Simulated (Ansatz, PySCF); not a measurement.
H3Si, SMILES [SiH3+], charge +1. Atoms are numbered in the order given.

```xyz
4

Si     0.0000     0.0000     0.0000
H      1.4722     0.0000     0.0000
H     -0.7361     1.2750     0.0000
H     -0.7361    -1.2750     0.0000
```
Charge +1, spin multiplicity 1.

The structure is a stationary point at PBE0-D3(BJ)/def2-TZVPD.

Two levels are set side by side: PBE-D3(BJ)/def2-TZVPD (Ansatz, a program for electronic structure) and PBE0-D3(BJ)/def2-TZVPD (Ansatz). Each level has its own optimised geometry; the coordinates shown are those of the second. Frequencies come from the Hessian of PySCF at each geometry. Differences are taken from unrounded values.

```tsv
quantity	PBE0-D3(BJ)	PBE-D3(BJ)	PBE-D3(BJ) minus PBE0-D3(BJ)
mean bond length (Å)	1.472	1.483	0.011
bond Si1–H2 (Å)	1.472	1.483	0.011
bond Si1–H3 (Å)	1.472	1.483	0.011
bond Si1–H4 (Å)	1.472	1.483	0.011
highest harmonic wavenumber (cm⁻¹)	2347	2278	-69
mean harmonic wavenumber (cm⁻¹)	1610	1561	-50
zero-point energy (kcal/mol)	13.81	13.39	-0.43
```

GGA bonds tend to be longer and softer than those of functionals with exact exchange. Differences between two approximate levels are no errors against the true value.
